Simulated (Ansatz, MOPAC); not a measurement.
Molecule: C$_{2}$N, charge 0, multiplicity 2. SMILES: [C][N][C]

Atoms: C1, N2, C3. Bonds: C1-N2, N2-C3.

Bond lengths (Å) and angles (degrees) optimised at AM1 with MOPAC; PM3 with MOPAC; PM6 with MOPAC; HF/STO-3G with Ansatz (a program for electronic structure); B3LYP/LANL2DZ with Ansatz; B3LYP/6-31G* with Ansatz, each started from the B3LYP-D3(BJ)/def2-TZVP structure (Ansatz) of the last column. A row stands for all coordinates that are equal there. 6-31G* holds six Cartesian d functions. No wavenumbers were computed at HF/STO-3G, B3LYP/LANL2DZ, so these may be saddle points.

```tsv
coordinate	AM1	PM3	PM6	HF/STO-3G	B3LYP/LANL2DZ	B3LYP/6-31G*	B3LYP-D3(BJ)/def2-TZVP
C1-N2	1.252	1.259	1.254	1.274	1.269	1.250	1.240
C1-N2-C3	180.0	180.0	180.0	180.0	180.0	180.0	180.0
```

Mean signed difference of all 2 bond lengths from B3LYP-D3(BJ)/def2-TZVP: AM1 0.012 Å, PM3 0.019 Å, PM6 0.015 Å, HF/STO-3G 0.035 Å, B3LYP/LANL2DZ 0.029 Å, B3LYP/6-31G* 0.011 Å.
